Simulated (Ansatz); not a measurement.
One geometry of `C[SiH2]O[SiH2]Cl`, several functionals.

```yaml
crystal:
  periodic: [false, false, false]
  atoms:
    - {symbol: C, position_ang: [-0.342591, 1.864472, 0.294540]}
    - {symbol: Si, position_ang: [0.544177, 0.390082, 0.990552]}
    - {symbol: O, position_ang: [0.771045, -0.752965, -0.177771]}
    - {symbol: Si, position_ang: [0.067303, -1.933152, -1.027952]}
    - {symbol: Cl, position_ang: [-1.781457, -1.325514, -1.696616]}
    - {symbol: H, position_ang: [-1.330478, 1.583407, -0.077223]}
    - {symbol: H, position_ang: [-0.470987, 2.628040, 1.066743]}
    - {symbol: H, position_ang: [0.221783, 2.305875, -0.530163]}
    - {symbol: H, position_ang: [-0.235528, -0.214161, 2.104994]}
    - {symbol: H, position_ang: [1.893592, 0.758793, 1.487412]}
    - {symbol: H, position_ang: [0.895808, -2.230617, -2.213340]}
    - {symbol: H, position_ang: [-0.155866, -3.129562, -0.187177]}
basis:
  gaussian: {orbitals: def2-TZVPP}
hamiltonian: {xc: {name: BLYP}, dispersion: d4}
output: {orbitals: {seedname: orbitals}}
```

```sh
$ ansatz run in.yaml --threads 4 --pin off --events-out ev --progress --plain --max-ram 10444MiB
```

Output, abridged:

```
Functional definition: BLYP
1614 factors; their error is unknown
mean field evaluation 1: about -31465.5088 eV, gradient 9.1e1 eV
mean field evaluation 2: about -31412.5211 eV, gradient 1.7e2 eV
mean field evaluation 4: about -31480.5288 eV, gradient 1.6e1 eV
mean field evaluation 8: about -31481.0720 eV, gradient 2.6e-1 eV
mean field evaluation 16: about -31481.0242 eV, gradient 4.4e-4 eV
mean field -31481.02415596 eV, -1156.9062991271 hartree, gradient 3.5e-5 eV, S^2 0.000000; 0 other end points of the search recorded, 0 dependent functions left out
reference -31481.02458434 eV, -1156.9063148696 hartree; 33, 33 occupied and 253, 253 virtual orbitals, 1614 factors
Total energy: -31481.66993811 eV, -1156.9300311833 hartree
```

Hardware: 4 threads of an Arm Neoverse N1 on a shared host. Wall time 4.3 s, peak host memory 0.44 GiB.

With the line `hamiltonian: {xc: {name: PBE-QIDH}}` (abridged; 12 s):

```
Functional definition: PBE-QIDH
mean field evaluation 16: about -31452.4077 eV, gradient 6.3e-5 eV
mean field -31452.40769419 eV, -1155.8546635537 hartree, gradient 3.9e-6 eV, S^2 0.000000
17 core orbitals not correlated: weight in the atoms' cores, before any rotation towards them, 1.000 or more for the frozen orbitals, at most 0.000 for the correlated occupied ones
second order -25.92397289 eV of doubles, -0.00000000 eV of singles
Total energy: -31461.04903391 eV, -1156.1722269313 hartree
```

The same input with `hamiltonian: {xc: {name: B2PLYP}}` (abridged; 12 s):

```
Functional definition: B2PLYP
mean field evaluation 16: about -31462.6315 eV, gradient 6.8e-5 eV
mean field -31462.63150140 eV, -1156.2303815389 hartree, gradient 4.9e-6 eV, S^2 0.000000
17 core orbitals not correlated: weight in the atoms' cores, before any rotation towards them, 1.000 or more for the frozen orbitals, at most 0.000 for the correlated occupied ones
second order -27.87330418 eV of doubles, -0.00000000 eV of singles
Total energy: -31470.15749718 eV, -1156.5069567823 hartree
```

Changing it to `hamiltonian: {xc: hse06, dispersion: d4}` (abridged; 8 s):

```
Functional definition: HSE06
mean field evaluation 16: about -31467.3881 eV, gradient 5.1e-5 eV
mean field -31467.38814515 eV, -1156.4051849727 hartree, gradient 5.1e-5 eV, S^2 0.000000
Total energy: -31467.63135222 eV, -1156.4141226675 hartree
```

The same input with `hamiltonian: {xc: pbe0, dispersion: d4}` (abridged; 7.5 s):

```
Functional definition: PBE0
mean field evaluation 16: about -31468.1294 eV, gradient 3.7e-5 eV
mean field -31468.12935101 eV, -1156.4324237853 hartree, gradient 3.7e-5 eV, S^2 0.000000
Total energy: -31468.38804470 eV, -1156.4419306033 hartree
```

The same input with `hamiltonian: {xc: r2scan, dispersion: d4}` and forces (abridged; 11 s):

```
Functional definition: r2SCAN
mean field evaluation 16: about -31478.6555 eV, gradient 4.6e-4 eV
mean field -31478.65547884 eV, -1156.8192518482 hartree, gradient 2.6e-5 eV, S^2 0.000000
Total energy: -31478.73198078 eV, -1156.8220632426 hartree
Atom 0 force     0.012259    -0.012510     0.017447 eV/Å
Atom 1 force     0.003365     0.023136     0.048647 eV/Å
Atom 2 force     0.045139     0.010649    -0.008088 eV/Å
Atom 3 force     0.017899    -0.078511    -0.024205 eV/Å
Atom 4 force    -0.052816     0.014658    -0.020936 eV/Å
Atom 5 force     0.018900     0.021624     0.006980 eV/Å
Atom 6 force    -0.006338    -0.005324    -0.029666 eV/Å
Atom 7 force    -0.020803     0.000652     0.014410 eV/Å
Atom 8 force     0.013367     0.013370    -0.012604 eV/Å
Atom 9 force    -0.030209    -0.002725    -0.003221 eV/Å
Atom 10 force    -0.014002    -0.001925     0.030171 eV/Å
Atom 11 force     0.013240     0.016907    -0.018935 eV/Å
Dipole moment:     0.100322     0.127510     0.087322 e Å
```

HSE06 is the plane-wave form, built on full-range PBE exchange.
